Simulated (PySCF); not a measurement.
C3H3, SMILES C#C[CH2], multiplicity 2. Atoms are numbered in the order given.

```xyz
6

C      0.0000     0.0000     1.3374
C      0.0000     0.0000     0.1130
C      0.0000     0.0000    -1.2491
H      0.0000     0.0000     2.4004
H      0.0000    -0.9300    -1.8042
H      0.0000     0.9300    -1.8042
```
Charge 0, spin multiplicity 2.

Geometry: r2SCAN-D4/def2-TZVP. The isomer is the one that the SMILES or the coordinates give; other isomers of the formula were not compared.

Two levels are set side by side: PBE/pcH-1 (PySCF) and B3LYP/pcH-1 (PySCF). Contact hyperfine couplings, same geometry. Differences are taken from unrounded values.

```json
[
 {"quantity": "A(iso) of 13C, atom C1 (MHz)", "B3LYP": "48.2"},
 {"quantity": "A(iso) of 13C, atom C2 (MHz)", "B3LYP": "-66.8"},
 {"quantity": "A(iso) of 13C, atom C3 (MHz)", "B3LYP": "66.5"},
 {"quantity": "A(iso) of 1H, atom H4 (MHz)", "B3LYP": "-43.9"},
 {"quantity": "A(iso) of 1H, atom H5 (MHz)", "B3LYP": "-54.1"},
 {"quantity": "A(iso) of 1H, atom H6 (MHz)", "B3LYP": "-54.1"}
]
```

Q: What does PBE give, and how far is it from B3LYP? (Estimate from the structure and the level; the computed values follow.)

A: 
```tsv
quantity	PBE	PBE minus B3LYP
A(iso) of 13C, atom C1 (MHz)	35.7	-12.5
A(iso) of 13C, atom C2 (MHz)	-57.1	9.7
A(iso) of 13C, atom C3 (MHz)	51.6	-14.9
A(iso) of 1H, atom H4 (MHz)	-39.7	4.2
A(iso) of 1H, atom H5 (MHz)	-49.3	4.8
A(iso) of 1H, atom H6 (MHz)	-49.3	4.8
```

Rough cost on one machine, each run with all the roots and properties that it gave: B3LYP against PBE within a factor of 2.
